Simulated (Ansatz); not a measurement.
A run for Ansatz (a program for electronic structure): R-CCSD(T)/aug-cc-pVDZ on H2Se (SMILES [SeH2]). The run froze 14 orbitals, filled d shells among them.

Ansatz 0.2 input:
```yaml
crystal:
  periodic: [false, false, false]
  atoms:
    - {symbol: Se, position_ang: [-0.23328775, 0.11283817, 3.38915796]}
    - {symbol: H, position_ang: [0.32176932, -1.24802538, 3.33191633]}
    - {symbol: H, position_ang: [1.11250365, 0.70212840, 3.31915331]}
basis:
  gaussian:
    orbitals: aug-cc-pVDZ
magnetization: {spin_polarized: false}
correlation: {method: ccsd_t, electrons: outside_noble_gas}
scf: {lower_state_search: off}
```

Program output:

```
WARN ansatz: RAYON_NUM_THREADS=1 ignored (pool sized by the plan → 1); use --threads N
Functional definition: HF
these checks for a lower state are left out or cut short: stability, starts, cluster_reference, orbital_swaps, neighbouring_geometries, increment
integrals: 0.02 GiB planned
575 factors; integrals over basis functions are off by at most 1.2e-3 eV
mean field: 0.10 GiB planned
mean field evaluation 1: about -65333.3632 eV, gradient 9.4e0 eV
mean field evaluation 2: about -65333.3711 eV, gradient 9.5e0 eV
mean field evaluation 4: about -65333.8375 eV, gradient 1.1e0 eV
mean field evaluation 8: about -65333.8463 eV, gradient 4.7e-4 eV
mean field -65333.84625091 eV, -2400.9745648493 hartree, gradient 1.8e-6 eV, S^2 0.000000; 0 other end points of the search recorded, 0 dependent functions left out
14 core orbitals not correlated
reference -65333.84625091 eV, -2400.9745648493 hartree; 4, 4 occupied and 36, 36 virtual orbitals, 575 factors
second order -3.71185447 eV of doubles, -0.00000000 eV of singles
coupled cluster: 0.08 GiB planned
cycle   1  -4.16014224 eV  change   -4.5e-1 eV  update   5.0e-2
cycle   2  -4.30807954 eV  change   -1.5e-1 eV  update   1.7e-2
cycle   3  -4.31728616 eV  change   -9.2e-3 eV  update   4.0e-3
cycle   4  -4.31686650 eV  change    4.2e-4 eV  update   1.2e-3
cycle   5  -4.31657780 eV  change    2.9e-4 eV  update   3.4e-4
cycle   6  -4.31655028 eV  change    2.8e-5 eV  update   9.8e-5
cycle   7  -4.31656259 eV  change   -1.2e-5 eV  update   2.9e-5
cycle   8  -4.31656197 eV  change    6.2e-7 eV  update   7.6e-6
perturbative correction -0.11665219 eV, -0.0042868890 hartree
Total energy: -65338.27946507 eV, -2401.1374824650 hartree
Checks for a lower state left out: stability, starts, cluster_reference, orbital_swaps, neighbouring_geometries, increment
```

The run converged.

Cost: around 0.6 core-seconds (rough).
